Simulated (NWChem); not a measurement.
# CH3BrFIn; SMILES [CH3][In]([F])[Br]

All runs: NWChem. Geometry: optimised at PBE0/def2-SVP. def2 effective core potentials on In; no spin-orbit coupling. Field at 589 nm.

Problem. What does the run give for B3LYP/def2-SVP (core potentials)? Quantities: isotropic polarisability (bohr³); anisotropy (bohr³).

Solution. The isotropic polarisability (bohr³) comes out as 59.9 and the anisotropy (bohr³) is 40.4.
